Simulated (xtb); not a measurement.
C3H7S, doublet, from a rough starting geometry; GFN2-xTB in xtb.

Here is a job for xtb.
```
$ xtb mol.xyz --gfn 2 --uhf 1 --opt vtight --json

# file mol.xyz
11

C      1.41785510    -0.39984585     0.07227381
C      0.10290248     0.28971693     0.11563002
C     -1.09676126    -0.49750340     0.04469009
S      0.09268312     1.98089215    -0.26912026
H      1.58713539    -0.75779184    -1.00271437
H      1.44194092    -1.23973216     0.66749274
H      2.21930920     0.31501388     0.23112645
H     -2.02483105     0.03617572     0.53891127
H     -1.50043982    -0.58758039    -0.95989658
H     -1.07965530    -1.46560260     0.49681447
H     -1.18805684     2.25615726     0.09626013
```

### Question
Predict the main parts of the log of this xtb run.

### Answer

```
   ID    Z sym.   atoms
    1    6 C      1-3
    2   16 S      4
    3    1 H      5-11

           -------------------------------------------------
          |                Calculation Setup                |
           -------------------------------------------------

           -------------------------------------------------
          |                 G F N 2 - x T B                 |
           -------------------------------------------------

          ...................................................
          :                      SETUP                      :
          :.................................................:
          :  # basis functions                  29          :
          :  # atomic orbitals                  28          :
          :  # shells                           16          :
          :  # electrons                        25          :
          :  max. iterations                   250          :
          :  Hamiltonian                  GFN2-xTB          :
          :  restarted?                      false          :
          :  GBSA solvation                  false          :
          :  PC potential                    false          :
          :  electronic temp.          300.0000000     K    :
          :  accuracy                    1.0000000          :
          :  -> integral cutoff          0.2500000E+02      :
          :  -> integral neglect         0.1000000E-07      :
          :  -> SCF convergence          0.1000000E-05 Eh   :
          :  -> wf. convergence          0.1000000E-03 e    :
          :  Broyden damping             0.4000000          :
          :  net charge                          0          :
          :  unpaired electrons                  1          :
          ...................................................

 iter      E             dE          RMSdq      gap      omega  full diag
   1    -13.3003390 -0.133003E+02  0.300E+00    2.55       0.0  T
   2    -13.3191267 -0.187877E-01  0.142E+00    3.00       1.0  T
   3    -13.3206401 -0.151342E-02  0.866E-01    2.59       1.0  T
   4    -13.3219304 -0.129033E-02  0.279E-01    2.65       1.0  T
   5    -13.3219453 -0.149275E-04  0.119E-01    2.62       1.0  T
   6    -13.3219597 -0.143714E-04  0.322E-02    2.64       1.0  T
   7    -13.3219605 -0.798211E-06  0.508E-03    2.64       5.9  T
   8    -13.3219605 -0.113929E-07  0.248E-03    2.64      12.2  T
   9    -13.3219605 -0.449630E-08  0.525E-04    2.64      57.4  T
  10    -13.3219605 -0.278144E-09  0.250E-04    2.64     120.8  T

   *** convergence criteria satisfied after 10 iterations ***

         :::::::::::::::::::::::::::::::::::::::::::::::::::::
         ::                     SUMMARY                     ::
         :::::::::::::::::::::::::::::::::::::::::::::::::::::
         :: total energy             -13.157349322519 Eh    ::
         :: gradient norm              0.116795996772 Eh/a0 ::
         :: HOMO-LUMO gap              2.638863785994 eV    ::
         ::.................................................::
         :: SCC energy               -13.321955176387 Eh    ::
         :: -> isotropic ES            0.004398142524 Eh    ::
         :: -> anisotropic ES          0.002801299611 Eh    ::
         :: -> anisotropic XC          0.006494316682 Eh    ::
         :: -> dispersion             -0.005838000743 Eh    ::
         :: repulsion energy           0.164605853867 Eh    ::
         :: add. restraining           0.000000000000 Eh    ::
         :: total charge               0.000000000000 e     ::
         :::::::::::::::::::::::::::::::::::::::::::::::::::::

      -----------------------------------------------------------
     |                   =====================                   |
     |                        A N C O P T                        |
     |                   =====================                   |
     |               Approximate Normal Coordinate               |
     |                Rational Function Optimizer                |
      -----------------------------------------------------------
      -----------------------------------------------------------
     |                   =====================                   |
     |                        A N C O P T                        |
     |                   =====================                   |
     |               Approximate Normal Coordinate               |
     |                Rational Function Optimizer                |
      -----------------------------------------------------------

          ...................................................
          :                      SETUP                      :
          :.................................................:
          :   optimization level         verytight          :
          :   max. optcycles                   220          :
          :   ANC micro-cycles                  20          :
          :   degrees of freedom                27          :
          :.................................................:
          :   RF solver                   davidson          :
          :   write xtbopt.log                true          :
          :   linear?                        false          :
          :   energy convergence         0.1000000E-06 Eh   :
          :   grad. convergence          0.2000000E-03 Eh/α :
          :   maxmium RF displ.          1.0000000          :
          :   Hlow (freq-cutoff)         0.1000000E-01      :
          :   Hmax (freq-cutoff)         5.0000000          :
          :   S6 in model hess.         20.0000000          :
          ...................................................

generating ANC from exact Hessian ...
Using Lindh-Hessian (1995)
 Shifting diagonal of input Hessian by    4.8436152924145040E-003
 Lowest  eigenvalues of input Hessian
    0.000000    0.000000    0.000000    0.000000    0.000000    0.000000
    0.010000    0.013729    0.015993    0.019447    0.026410    0.033660
[...]
 * total energy  :   -13.1573493 Eh     change       -0.3873524E-10 Eh
 * total energy  :   -13.1676481 Eh     change       -0.1029874E-01 Eh
 * total energy  :   -13.1696220 Eh     change       -0.1973921E-02 Eh
 * total energy  :   -13.1697761 Eh     change       -0.1540745E-03 Eh
 * total energy  :   -13.1697975 Eh     change       -0.2144390E-04 Eh
 * total energy  :   -13.1698142 Eh     change       -0.1669141E-04 Eh
 * total energy  :   -13.1698211 Eh     change       -0.6952721E-05 Eh
 * total energy  :   -13.1698400 Eh     change       -0.1887187E-04 Eh
 * total energy  :   -13.1698482 Eh     change       -0.8131439E-05 Eh
 * total energy  :   -13.1698545 Eh     change       -0.6361008E-05 Eh
 * total energy  :   -13.1698555 Eh     change       -0.1011909E-05 Eh
 * total energy  :   -13.1698558 Eh     change       -0.2427041E-06 Eh
 * total energy  :   -13.1698559 Eh     change       -0.9516187E-07 Eh
   *** GEOMETRY OPTIMIZATION CONVERGED AFTER 13 ITERATIONS ***
[...]
         :: total energy             -13.169855863947 Eh    ::
         :: gradient norm              0.000060751156 Eh/a0 ::
         :: HOMO-LUMO gap              2.769812294053 eV    ::
         ::.................................................::
         :: SCC energy               -13.327213912101 Eh    ::
         :: -> isotropic ES            0.004737051227 Eh    ::
         :: -> anisotropic ES          0.002751870988 Eh    ::
         :: -> anisotropic XC          0.006568557721 Eh    ::
         :: -> dispersion             -0.005818139099 Eh    ::
         :: repulsion energy           0.157358048154 Eh    ::
         :: add. restraining           0.000000000000 Eh    ::
         :: total charge               0.000000000000 e     ::
         :::::::::::::::::::::::::::::::::::::::::::::::::::::

           -------------------------------------------------
          |                Property Printout                |
           -------------------------------------------------

    * Orbital Energies and Occupations

         #    Occupation            Energy/Eh            Energy/eV
      -------------------------------------------------------------
         1        2.0000           -0.7141921             -19.4342
         2        2.0000           -0.6197224             -16.8635
         3        2.0000           -0.5988630             -16.2959
         4        2.0000           -0.5474286             -14.8963
         5        2.0000           -0.5108407             -13.9007
         6        2.0000           -0.5048330             -13.7372
         7        2.0000           -0.4991100             -13.5815
         8        2.0000           -0.4730907             -12.8735
         9        2.0000           -0.4672622             -12.7149
        10        2.0000           -0.4528047             -12.3214
        11        2.0000           -0.4409552             -11.9990
        12        2.0000           -0.3995159             -10.8714
        13        1.0000           -0.2909109              -7.9161 (HOMO)
        14                         -0.1891222              -5.1463 (LUMO)
        15                         -0.1134883              -3.0882
        16                         -0.0139581              -0.3798
        17                         -0.0125147              -0.3405
        18                          0.0284720               0.7748
        19                          0.1152311               3.1356
        20                          0.1527003               4.1552
        21                          0.1805528               4.9131
        22                          0.1860900               5.0638
        23                          0.2097993               5.7089
        24                          0.2183819               5.9425
       ...                                ...                  ...
        28                          0.5843029              15.8997
      -------------------------------------------------------------
                  HL-Gap            0.1017887 Eh            2.7698 eV
             Fermi-level           -0.2926150 Eh           -7.9625 eV

     #   Z          covCN         q      C6AA      α(0)
     1   6 C        3.793    -0.098    22.372     6.736
     2   6 C        2.929    -0.005    28.145     8.700
     3   6 C        3.779    -0.099    22.409     6.744
     4  16 S        1.965    -0.222   150.553    20.651
     5   1 H        0.924     0.044     2.396     2.421
     6   1 H        0.924     0.044     2.402     2.423
     7   1 H        0.925     0.048     2.349     2.397
     8   1 H        0.924     0.037     2.486     2.465
     9   1 H        0.924     0.045     2.385     2.415
    10   1 H        0.925     0.044     2.392     2.419
    11   1 H        0.923     0.162     1.314     1.793

 Mol. C6AA /au·bohr⁶  :       1399.293836
 Mol. C8AA /au·bohr⁸  :      40474.008292
 Mol. α(0) /au        :         59.163753

Wiberg/Mayer (AO) data.
largest (>0.10) Wiberg bond orders for each atom

 ---------------------------------------------------------------------------
     #   Z sym  total        # sym  WBO       # sym  WBO       # sym  WBO
 ---------------------------------------------------------------------------
     1   6 C    3.997 --     2 C    1.058     7 H    0.982     6 H    0.969
                             5 H    0.953
     2   6 C    3.484 --     4 S    1.291     1 C    1.058     3 C    1.055
     3   6 C    3.997 --     2 C    1.055     8 H    0.976    10 H    0.976
                             9 H    0.952
     4  16 S    2.342 --     2 C    1.291    11 H    0.951
     5   1 H    0.997 --     1 C    0.953
     6   1 H    0.998 --     1 C    0.969
     7   1 H    0.998 --     1 C    0.982
     8   1 H    0.999 --     3 C    0.976
     9   1 H    0.997 --     3 C    0.952
    10   1 H    0.998 --     3 C    0.976
    11   1 H    0.974 --     4 S    0.951
 ---------------------------------------------------------------------------

Topologies differ in total number of bonds
Writing topology from bond orders to xtbtopo.mol

molecular dipole:
                 x           y           z       tot (Debye)
 q only:       -0.338      -0.316       0.123
   full:       -0.471      -0.563       0.088       1.881
molecular quadrupole (traceless):
                xx          xy          yy          xz          yz          zz
 q only:        1.836      -2.451      -1.037      -0.112       0.856      -0.799
  q+dip:        2.896      -3.251      -2.664      -0.177       1.414      -0.232
   full:        3.149      -3.456      -2.517      -0.381       1.341      -0.633

optimized geometry written to: xtbopt.xyz

           -------------------------------------------------
          | TOTAL ENERGY              -13.169855863947 Eh   |
          | GRADIENT NORM               0.000060751156 Eh/α |
          | HOMO-LUMO GAP               2.769812294053 eV   |
           -------------------------------------------------
```
